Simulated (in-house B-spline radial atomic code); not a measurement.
Hg⁺. Computed with a B-spline radial atomic code. Model: non-relativistic spherical atom: semilocal Troullier-Martins pseudo-atom, one channel per l, against all electrons, high spin, G0W0 and RPA with empty states to l = 8, local potential for every l without a channel, a model core (radius 0 = none) keeps its share of the functional.

The core holds an angular momentum without a channel of its own, so the local potential lets valence electrons into it.

Without relativity these are model numbers for so heavy an element.

What the tables leave out is listed at the end.

The pseudopotential gives back the lowest level of each angular momentum of its own functional in the configuration it was made in; a second state of the same l is only approximately right. Exact exchange, RPA and GW see the smooth pseudo-orbitals and miss the exchange with the core, for which the functional's share stands in. The column with an uncorrelated core keeps all orbitals and exact exchange, and so separates missing core correlation from pseudisation. Only the three outermost levels and the lowest empty one were computed. RPA here is direct RPA, with no exchange kernel, and its energies carry an (l + 1/2)⁻⁴ tail. A hybrid on a potential with a model core restores only its own semilocal share of the core's exchange.

Command:
```bash
python run_psgw.py task.json out
```
Settings (lengths in bohr, energies in hartree):
```
Z                      80
electrons              79
configuration          [Xe] 4f14 5d10 6s1
generated_in           [Xe] 4f14 5d10 6s2
functional             pbe,pbe
core_shells            12
radius_factor          1
core_correction        False
ion_configuration      [Xe] 4f14 5d10
```

Cost of the run: 60 s on 1 thread of Arm Neoverse V2, with other jobs on the host.

Given: made with PBE; model core radius 0 bohr; local radius 1.488 bohr; mean-field start PBE.

Valence shells of the generating configuration: 5d, 6s.

Channel: s 2.535, p 3.4, d 1.151 (radii in bohr).

Computed: largest level miss in the spin-unpolarised generating configuration 0 eV; valence RPA correlation energy all-electron orbitals -0.56753 hartree; valence RPA correlation energy pseudo -0.96686 hartree; all-electron RPA polarisability, core included 21.995 bohr³; ionisation by mean-field all-electron 16.207 eV; ionisation by mean-field pseudo minus all -0.012 eV; ionisation by RPA all-electron 16.357 eV.

| level | occupied | mean-field all-electron (eV) | mean-field pseudo minus all (eV) | G0W0 all-electron (eV) | G0W0 uncorrelated core minus all (eV) | G0W0 pseudo minus all (eV) | exchange self-energy all-electron (eV) | exchange self-energy pseudo (eV) |
| --- | --- | --- | --- | --- | --- | --- | --- | --- |
| 6s up | 1 | -12.583 | -0.013 | -16.42 | 0.085 | -0.402 | -12.589 | -11.239 |
| 5d down | 1 | -20.204 | 0.061 | -26.308 | -0.169 | 2.747 | -36.072 | -21.512 |
| 5d up | ? | ? | ? | ? | ? | ? | ? | ? |
| 6s down (empty) | 0 | -11.738 | 0.053 | -8.7866 | 0.088 | -0.421 | -3.9352 | -2.5839 |

(1) What belongs in the row 5d up?

(2) What is the ionisation by RPA pseudo minus all?

(3) What is the pseudo-atom RPA polarisability?

Given: mean-field start PBE0.

Computed: valence RPA correlation energy pseudo -0.92799 hartree; all-electron RPA polarisability, core included 19.588 bohr³; pseudo-atom RPA polarisability 19.274 bohr³; ionisation by mean-field all-electron 15.881 eV; ionisation by mean-field pseudo minus all 0.281 eV; ionisation by RPA pseudo minus all 0.955 eV.

| level | occupied | mean-field all-electron (eV) | mean-field pseudo minus all (eV) | G0W0 all-electron (eV) | G0W0 uncorrelated core minus all (eV) | G0W0 pseudo minus all (eV) | exchange self-energy all-electron (eV) | exchange self-energy pseudo (eV) |
| --- | --- | --- | --- | --- | --- | --- | --- | --- |
| 6s up | 1 | -13.246 | -0.269 | -16.297 | 0.087 | -0.626 | -12.397 | -11.324 |
| 5d down | 1 | -22.222 | 0.889 | -26.674 | -0.186 | 2.627 | -36.229 | -21.418 |
| 6s down (empty) | 0 | -10.489 | -0.212 | -8.5669 | 0.086 | -0.563 | -3.6131 | -2.5052 |

(4) What is the valence RPA correlation energy all-electron orbitals?

(5) What is the ionisation by RPA all-electron?

Given: mean-field start Hartree-Fock.

Computed: valence RPA correlation energy all-electron orbitals -0.45455 hartree; valence RPA correlation energy pseudo -0.82753 hartree; all-electron RPA polarisability, core included 16.308 bohr³; pseudo-atom RPA polarisability 15.588 bohr³; ionisation by mean-field all-electron 14.462 eV; ionisation by RPA all-electron 15.855 eV.

```csv
level,occupied,mean-field all-electron (eV),mean-field pseudo minus all (eV),G0W0 all-electron (eV),G0W0 uncorrelated core minus all (eV),G0W0 pseudo minus all (eV),exchange self-energy all-electron (eV),exchange self-energy pseudo (eV)
6s up,1,-14.592,-0.992,-15.942,0.081,-1.18,-11.49,-11.262
5d down,1,-27.28,3.492,-27.258,-0.163,1.969,-36.504,-21.136
5d up,?,?,?,?,?,?,?,?
6s down (empty),0,-6.5876,-0.603,-8.1086,0.063,-0.874,-2.3685,-2.0311
```

(6) What belongs in the row 5d up?

(7) What is the ionisation by mean-field pseudo minus all?

(8) What is the ionisation by RPA pseudo minus all?

Answers

(1) occupied: 1; mean-field all-electron (eV): -20.439; mean-field pseudo minus all (eV): 0.036; G0W0 all-electron (eV): -26.531; G0W0 uncorrelated core minus all (eV): -0.17; G0W0 pseudo minus all (eV): 2.588; exchange self-energy all-electron (eV): -36.032; exchange self-energy pseudo (eV): -21.804.

(2) 0.91 eV.

(3) 21.95 bohr³.

(4) -0.53351 hartree.

(5) 16.213 eV.

(6) occupied: 1; mean-field all-electron (eV): -27.444; mean-field pseudo minus all (eV): 3.279; G0W0 all-electron (eV): -27.409; G0W0 uncorrelated core minus all (eV): -0.159; G0W0 pseudo minus all (eV): 1.814; exchange self-energy all-electron (eV): -36.329; exchange self-energy pseudo (eV): -21.362.

(7) 0.949 eV.

(8) 1.061 eV.

Among the listed levels the largest G0W0 shift of the pseudo-atom is +2.75 eV, for 5d down on the PBE start, while leaving the core uncorrelated moves that level by -0.17 eV. So pseudisation and the lost core exchange, not the missing core correlation, make the error. Not in the tables (levels of low weight, unsolved or above zero; the highest and the empty levels are kept at any weight): on PBE0 the G0W0 levels 5d up (pseudo minus all +2.78 eV, weights 0.58 and 0.76).
